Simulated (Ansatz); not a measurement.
Potential energy curve for SMILES [BeH2]. The Be1–H3 bond (Be1 also carries H; H3 carries nothing else) is pulled apart rigidly from the PBE0/def2-TZVP optimised geometry.

- RHF/cc-pVDZ (Ansatz, a quantum-chemistry and plane-wave program)
- RMP2 = MP2 on RHF/cc-pVDZ, frozen core (Ansatz)
- UHF/cc-pVDZ (Ansatz)
- UMP2 = MP2 on UHF/cc-pVDZ, frozen core (Ansatz)
- UCCSD = CCSD on UHF/cc-pVDZ, frozen core in Ansatz
- UCCSD(T) = CCSD(T) on UHF/cc-pVDZ, frozen core run with Ansatz
- RKS-PBE = restricted PBE/cc-pVDZ (Ansatz)
- UKS-PBE = unrestricted PBE/cc-pVDZ run with Ansatz
- RKS-B3LYP = restricted B3LYP/cc-pVDZ (Ansatz)
- UKS-B3LYP = unrestricted B3LYP/cc-pVDZ (Ansatz)
- FCI = full CI/cc-pVDZ, frozen core run with Ansatz

All curves are set to zero at 1.34 Å and compared with full CI in the same basis at 1.34, 1.37, 1.43, 1.49, 1.55, 1.66, 1.80, 2.01, 2.19, 2.39, 2.68, 2.93, 3.26, 3.67, 4.05, 4.66 Å.

Q: Which method stays most parallel to full CI over these points, and which least?

A: UCCSD(T) has the smallest spread and RHF the largest. In order (eV): UCCSD(T) 0.0491, UCCSD 0.0757, UKS-PBE 0.1339, UKS-B3LYP 0.2128, UMP2 0.6236, UHF 0.9866, RKS-PBE 1.2335, RMP2 1.5014, RKS-B3LYP 1.6286, RHF 3.0589.

Errors against full CI at some of the points (eV):

```json
[
 {"method": "UCCSD(T)", "1.66 Å": "0.001", "2.01 Å": "0.004", "2.68 Å": "0.026", "3.26 Å": "0.049", "4.66 Å": "0.006"},
 {"method": "UCCSD", "1.66 Å": "0.004", "2.01 Å": "0.012", "2.68 Å": "0.054", "3.26 Å": "0.076", "4.66 Å": "0.005"},
 {"method": "UKS-PBE", "1.66 Å": "-0.045", "2.01 Å": "-0.081", "2.68 Å": "0.035", "3.26 Å": "0.025", "4.66 Å": "-0.051"},
 {"method": "UKS-B3LYP", "1.66 Å": "0.014", "2.01 Å": "0.038", "2.68 Å": "0.213", "3.26 Å": "0.175", "4.66 Å": "0.152"},
 {"method": "UMP2", "1.66 Å": "0.026", "2.01 Å": "0.102", "2.68 Å": "0.358", "3.26 Å": "0.029", "4.66 Å": "-0.162"},
 {"method": "UHF", "1.66 Å": "0.031", "2.01 Å": "0.136", "2.68 Å": "-0.163", "3.26 Å": "-0.583", "4.66 Å": "-0.795"},
 {"method": "RKS-PBE", "1.66 Å": "-0.045", "2.01 Å": "-0.081", "2.68 Å": "0.040", "3.26 Å": "0.383", "4.66 Å": "1.153"},
 {"method": "RMP2", "1.66 Å": "0.026", "2.01 Å": "0.102", "2.68 Å": "0.446", "3.26 Å": "0.927", "4.66 Å": "1.501"},
 {"method": "RKS-B3LYP", "1.66 Å": "0.014", "2.01 Å": "0.038", "2.68 Å": "0.262", "3.26 Å": "0.688", "4.66 Å": "1.629"},
 {"method": "RHF", "1.66 Å": "0.031", "2.01 Å": "0.136", "2.68 Å": "0.623", "3.26 Å": "1.350", "4.66 Å": "3.059"}
]
```

The restricted form behind RHF, RMP2, RKS-PBE, RKS-B3LYP keeps the bonding electrons paired and can't separate into open-shell fragments. The T1 diagnostic of CCSD on the restricted reference of RMP2 exceeds 0.045 at 2.68 to 4.66 Å. The unrestricted determinant behind UHF, UMP2, UCCSD, UCCSD(T) is spin-contaminated at 2.19 to 4.66 Å (<S²> up to 1.0, against 0.00 for a pure singlet). The unrestricted determinant behind UKS-PBE, UKS-B3LYP is spin-contaminated at 2.68 to 4.66 Å (<S²> up to 1.0, against 0.00 for a pure singlet).
